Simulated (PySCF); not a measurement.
# Reading the logs of faulty runs: AlBCH6Si

These are calculations, not measurements. The program is PySCF 2.14.0, an open-source quantum chemistry code, run on an isolated molecule that a program drew, which may never have been made. The molecule is AlBCH6Si (charge 0, singlet), drawn as the SMILES string `[AlH2][CH]=B[SiH3]`.

Each row is a Hartree-Fock (HF) and frozen-core CCSD(T) single point in the cc-pV(D+d)Z basis, meant for a local HF minimum. Run 1 is clean. Each other run has one planted mistake out of seven kinds, and not every kind appears here: one electron removed, one electron added, multiplicity raised by two, geometry at a saddle point, minimal basis STO-3G, one bond length entered in bohr, all coordinates scaled. The reference is restricted for singlets and unrestricted otherwise, and also for a bond in bohr. Adding or removing an electron swaps singlet and doublet. Electrons count all cores. HOMO and LUMO are orbital energies over both spins, the gradient is its largest component, and the lowest frequency (negative if imaginary) is given only where the gradient is small. Bond lengths are over the 9 bonds as drawn. T1 is the CCSD diagnostic: over 0.02 (restricted) or 0.045 (unrestricted) a single reference is doubtful.

Geometry of the clean run:
```xyz
10
AlBCH6Si, angstrom
Al   -1.6717    1.3716   -0.4241
C    -1.7482   -0.5499   -0.2118
B    -1.2791   -1.1168   -1.3725
Si   -0.5605   -1.7783   -3.1359
H    -2.1452    2.3282    0.7404
H    -1.1270    1.9747   -1.7844
H    -2.1185   -0.9763    0.7113
H    -1.4586   -1.3892   -4.2445
H    -0.4876   -3.2555   -3.0562
H     0.7910   -1.2297   -3.3801
```

```
run,electrons,basis functions,<S^2>,HOMO (eV),LUMO (eV),gradient (hartree/bohr),lowest frequency (cm^-1),mean bond (Å),longest bond (Å),T1,HF (hartree),CCSD(T) (hartree),mistake
1,44,104,0.000,-9.29,1.55,2.9e-05,24,1.5567,2.016,0.0161,-596.85016,-597.30136,no fault
2,45,104,0.774,-0.23,5.90,7.2e-02,-,1.5567,2.016,0.0174,-596.81746,-597.28507,one electron added
3,44,104,0.778,-9.10,0.51,2.1e-02,-,1.6637,2.045,0.0576,-596.71637,-597.16284,one bond length entered in bohr
4,44,104,0.000,-9.57,1.65,2.7e-02,-,1.5038,1.947,0.0155,-596.83903,-597.28735,?
```

**Which mistake was planted in run 4, and what did it cost?**

The mean and the longest bond both change by the same factor, 0.966, and the gradient is no longer small. So the mistake is: all coordinates scaled. Subtracting run 1 and multiplying by 627.51 kcal/mol a hartree, the energy moved by 7.0 kcal/mol in HF and 8.8 kcal/mol in CCSD(T).

Cautions from the logs. Run 2: the added electron raises the CCSD(T) energy, so it isn't bound in this basis; run 3: T1 is over the limit, so its CCSD(T) energy is less reliable.
